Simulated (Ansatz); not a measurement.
Two structures of Si$_{2}$H$_{4}$Cl$_{2}$OF$_{2}$, closed shell, reached by relaxing down either side of one saddle point (PBE0-D4/def2-TZVP). Energies are electronic, without zero-point energy. Computed with Ansatz 0.2.0 (basis: def2-TZVPP and def2-QZVPP); correlated methods freeze the cores. Extrapolation: Hartree–Fock as exp(−7.88 √X), correlation as X^−2.97. First:

```xyz
11
angstrom
Si -0.7109 0.0094 1.4682
O -0.0605 -0.0034 0.0032
Si 0.5285 -1.0345 -1.1644
F -2.2032 -0.4803 1.4111
F -0.7117 1.4930 1.9811
Cl 0.3051 -1.1554 2.7550
H 0.2523 2.0207 -0.6654
Cl 0.5251 3.0872 -1.3264
H 1.1615 -0.1845 -2.1940
H -0.6017 -1.8072 -1.7293
H 1.5156 -1.9451 -0.5392
```

Second:

Si1  (-0.823, 0.998, 1.756)
O2  (0.930, 0.238, -0.885)
Si3  (0.563, -1.259, -1.482)
F4  (-1.525, -0.065, 0.835)
F5  (-1.801, 1.259, 2.961)
Cl6  (0.898, 0.274, 2.484)
H7  (0.970, 0.967, -1.504)
Cl8  (-0.592, 2.734, 0.768)
H9  (1.573, -1.695, -2.485)
H10  (-0.775, -1.278, -2.130)
H11  (0.583, -2.171, -0.317)
(Å)

Task: Which bonds change from the first to the second?

Result: Si₂H₃ClOF₂ ([F][Si]([F])([Cl])[O][SiH3]) + HCl → SiCl₂F₂ ([F][Si]([F])([Cl])[Cl]) + SiH₄O ([OH][SiH3]); bonds formed: Si1–Cl8, O2–H7; bonds broken: Si1–O2, H7–Cl8.

Task: Give the saddle point's structure and its height above each. (An estimate is asked for; the value comes from the calculation.)

Result: By the calculation: 28.81 kcal/mol above the first and 19.41 kcal/mol above the second (CCSD(T) at an estimated basis limit (MP2 extrapolated from triple and quadruple zeta, plus CCSD(T) − MP2 in triple zeta)).
```xyz
11
angstrom
Si -0.4615 0.5220 1.2079
O 0.2228 0.2455 -0.3563
Si 0.2656 -1.1481 -1.3494
F -1.0520 -0.9744 1.2628
F -1.8055 1.3356 1.2812
Cl 0.7415 0.4956 2.8262
H 0.6140 1.2843 -0.4736
Cl 0.6002 2.6560 0.4280
H 1.0455 -0.7015 -2.5221
H -1.1221 -1.4983 -1.7057
H 0.9514 -2.2166 -0.5991
```

The T1 diagnostic stays at or below 0.012.

Hydrogen chloride, the by-product of chloride precursors, can attack films and sites by steps of this kind. Here a small cluster stands in for the surface site.

Labels in which every atom is bracketed show which atoms are joined, not bond orders.

For scale, one of the runs: CCSD(T)/def2-TZVPP, 317 basis functions, launched by `ansatz run in.yaml --threads 4 --pin off --events-out ev --progress --plain --max-ram 66560MiB --backend cuda --devices 0, --max-vram 37GiB`. Hardware: 4 CPU threads of an AMD EPYC 7R13 and a share of one NVIDIA H100, shared host. Wall time 8 s; peak host memory 0.84 GiB.
